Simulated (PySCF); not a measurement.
# Telling isomers of C4H9NOSi3 apart by NMR

In vacuum, one computed conformer, relativity neglected, rapidly exchanging positions averaged. Shielding tensors at PBE0/pcSseg-1 (GIAO); coordinates at the GFN2-xTB level; PySCF 2.14.0 with density-fitted response routines.

Shifts are taken against calculated references (same method and geometry level): 1H (σ = 31.72 ppm) and 13C (σ = 186.93 ppm) vs TMS. Where no couplings were computed, multiplicities follow the n + 1 count of equivalent neighbours, and m marks all less simple cases (inequivalent or close neighbours, rings, F or P nearby). Shifts are as computed. Against solution values, carbons near 30 ppm lie about +3 ppm off and those near 130 ppm about +5 ppm. Of 1309 compounds with measured shifts, 239 miss one by over three times the rms of a fit or turn the order of signals round; such compounds aren't used in these exercises. OH and NH positions are gas-phase values without hydrogen bonding to other molecules.

(1) Tabulate the signals of `C#C[SiH2]O[Si@@H]1C=C[SiH2]N1`, `CC(=O)[Si]1(C#N)[SiH2]C[SiH2]1` and their relative energies.

(2) What is the quickest way to tell C#C[SiH2]O[Si@@H]1C=C[SiH2]N1 from CC(=O)[Si]1(C#N)[SiH2]C[SiH2]1?

## Answers

(1) 
| SMILES | carbon types | δC | δH | E rel. (kcal/mol) |
| --- | --- | --- | --- | --- |
| C#C[SiH2]O[Si@@H]1C=C[SiH2]N1 | 1×C 3×CH | 157.2, 156.7, 102.8, 89.5 | 7.48 (m, 1H), 7.38 (m, 1H), 5.35 (m, 1H), 5.24 (m, 1H), 5.19 (m, 1H), 5.16 (m, 1H), 5.16 (m, 1H), 1.99 (m, 1H), 0.45 (br s, 1H) | 0.0 |
| CC(=O)[Si]1(C#N)[SiH2]C[SiH2]1 | 2×C 1×CH2 1×CH3 | 242.0, 125.2, 43.8, -7.7 | 4.85 (m, 2H), 4.81 (m, 2H), 2.78 (s, 3H), 0.92 (m, 1H), 0.86 (m, 1H) | 45.4 |

Energies are electronic energies at PBE0/pcSseg-1 on these geometries, without zero-point or thermal terms, each for the one conformer computed, which needn't be the lowest.

(2) Both give the same number of carbon signals, but DEPT or the intensities differ. The first has an alkene CH at 157.2 ppm, the second a carbonyl carbon (C) at 242.0 ppm. In the proton spectra the most deshielded non-exchanging signals are 7.48 (m, 1H) and 4.85 (m, 2H).
